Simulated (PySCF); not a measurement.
**Rh: ionisation energy**

Rh [Kr] 4d8 5s1 (4F) → Rh⁺ [Kr] 4d8 (3F), as a difference of total energies. Calculation: PySCF 2.14, in aug-cc-pVTZ-PP with one added diffuse shell each of s, p, d, f, g type with ECP28MDF (7s7p6d4f3g, 113 functions); scalar relativity through the core potential. Correlated levels: valence: 4s2 4p6 frozen. The calculations carry no spin-orbit coupling.

Question: Order these methods by the ionisation energy they give, lowest first.
A. UHF
B. BHandHLYP
C. SCS-MP2 (valence)
D. MP2 (valence)

Answer: A (6.313 eV), C (7.078 eV), B (7.275 eV), D (7.311 eV).

Errors of the correlated levels include the incompleteness of this basis and the frozen core.

For comparison: 7.479 eV (measured; NIST levels, between the centres of gravity of the two terms).
